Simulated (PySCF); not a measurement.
C2H8B3N3O.
Structure used (PBE0-D3(BJ)/def2-SVP), in Å, numbered top down from 1:
```xyz
17
C2H8B3N3O angstrom
C     -2.8258    0.3992    0.0061
C     -1.7531   -0.5958   -0.3607
O     -2.0391   -1.6730   -0.8504
B     -0.1936   -0.2594   -0.1203
N      0.2954    0.9677    0.4133
B      1.6950    1.1973    0.6019
N      2.5865    0.1491    0.2329
B      2.1450   -1.0990   -0.3078
N      0.7407   -1.2674   -0.4690
H     -3.8224   -0.0360   -0.1488
H     -2.7213    1.3033   -0.6186
H     -2.7160    0.7201    1.0554
H     -0.3518    1.7022    0.6683
H      2.1013    2.2430    1.0543
H      3.5793    0.2955    0.3588
H      2.9314   -1.9659   -0.6107
H      0.3467   -2.1229   -0.8485
```

Level of theory: PySCF 2.14.0, PBE0-D3(BJ)/def2-SVP geometry optimisation, gas phase.

Take the most abundant isotopes and a rigid rotor. The values belong to one conformer with, in the numbering `[CH3:1][C:2](=[O:3])[B:4]1[NH:5][BH:6][NH:7][BH:8][NH:9]1`, C1–C2–B4–N5 -1°.

Task: Give the principal moments of inertia and the rotational constants in GHz.

Result: Ia = 143.59, Ib = 453.64, Ic = 594.03 u·Å²; 505379 MHz·u·Å²/I gives 3520, 1114 and 850.8 MHz, that is A = 3.5197, B = 1.1140, C = 0.8508 GHz.

Task: What kind of rotor is it?

Result: An asymmetric top; Ray's κ = -0.803.

Task: Is it planar, by Δ = Ic − Ia − Ib?

Result: Not planar: Δ = Ic − Ia − Ib = -3.20 u·Å². For a rigid frame Δ = −2 Σ m c², so Σ m c² = 1.60 u·Å² lies off the ab plane: 1.59 from hydrogen and 0.02 from heavier atoms. The atom farthest from that plane is 0.91 Å away.

Task: Give the other two planar moments, Paa and Pbb, and the rms extents of the mass along the axes.

Result: Paa = Σ m a² = (Ib + Ic − Ia)/2 = 452.04 and Pbb = Σ m b² = (Ia + Ic − Ib)/2 = 141.99 u·Å². With the mass M = 123.09 u, the rms extents √(P/M) along a, b and c are 1.92, 1.07, 0.11 Å.

Task: List the rotational levels J(Ka,Kc) to J = 5 (K).

Result: Above 0(0,0), as E/k:
J = 1: 1(0,1) 0.094, 1(1,1) 0.210, 1(1,0) 0.222
J = 2: 2(0,2) 0.282, 2(1,2) 0.386, 2(1,1) 0.424, 2(2,1) 0.770, 2(2,0) 0.771
J = 3: 3(0,3) 0.561, 3(1,3) 0.649, 3(1,2) 0.725, 3(2,2) 1.053, 3(2,1) 1.058, 3(3,1) 1.662, 3(3,0) 1.662
J = 4: 4(0,4) 0.929, 4(1,4) 0.999, 4(1,3) 1.125, 4(2,3) 1.429, 4(2,2) 1.444, 4(3,2) 2.041, 4(3,1) 2.042, 4(4,1) 2.892, 4(4,0) 2.892
J = 5: 5(0,5) 1.382, 5(1,5) 1.435, 5(1,4) 1.623, 5(2,4) 1.899, 5(2,3) 1.931, 5(3,3) 2.516, 5(3,2) 2.517, 5(4,2) 3.366, 5(4,1) 3.366, 5(5,1) 4.460, 5(5,0) 4.460
Those of J = 1 are B + C, A + C and A + B.

Task: Which types of transition are allowed, and where do some lines up to J = 3 fall?

Result: The dipole components are |μa| = 0.94 D, |μb| = 2.37 D, |μc| = 0.01 D. The squared components, which scale the intensities, stand as 0.16 : 1.00 : 0.00 (a : b : c). Some lines, for components of 0.1 D or more:

```
type  branch         J(Ka,Kc)    MHz  lower level (cm⁻¹)
   a       Q  2(1,1) ← 2(1,2)    790               0.268
   b       R  2(0,2) ← 1(1,1)   1504               0.146
   a       Q  3(1,2) ← 3(1,3)   1579               0.451
   a       R  1(0,1) ← 0(0,0)   1965               0.000
   b       Q  1(1,0) ← 1(0,1)   2669               0.066
   b       Q  3(1,2) ← 3(0,3)   3415               0.390
   b       R  3(0,3) ← 2(1,2)   3651               0.268
   a       R  2(1,2) ← 1(1,1)   3666               0.146
   a       R  2(0,2) ← 1(0,1)   3909               0.066
   a       R  2(1,1) ← 1(1,0)   4193               0.155
   b       R  1(1,1) ← 0(0,0)   4370               0.000
   a       R  3(1,3) ← 2(1,2)   5487               0.268
   a       R  3(0,3) ← 2(0,2)   5813               0.196
   a       R  3(2,2) ← 2(2,1)   5894               0.535
   b       R  2(1,2) ← 1(0,1)   6072               0.066
   a       R  3(1,2) ← 2(1,1)   6276               0.294
   b       Q  3(2,1) ← 3(1,2)   6937               0.504
   b       Q  2(2,0) ← 2(1,1)   7237               0.294
   b       Q  2(2,1) ← 2(1,2)   8007               0.268
   b       Q  3(2,2) ← 3(1,3)   8414               0.451
   b       R  2(2,0) ← 1(1,1)  11694               0.146
   b       Q  3(3,0) ← 3(2,1)  12598               0.735
   b       Q  3(3,1) ← 3(2,2)  12699               0.732
   b       R  3(2,1) ← 2(1,2)  14003               0.268
```

Not checked by PBE0-D3(BJ)/def2-SVP frequencies. These are rigid-rotor constants of the computed structure; measured ground-state constants (B0) also hold zero-point vibration. A rigid rotor knows nothing of internal rotation, which can split or shift real lines. Quadrupole hyperfine structure (11B, 14N) is left out.
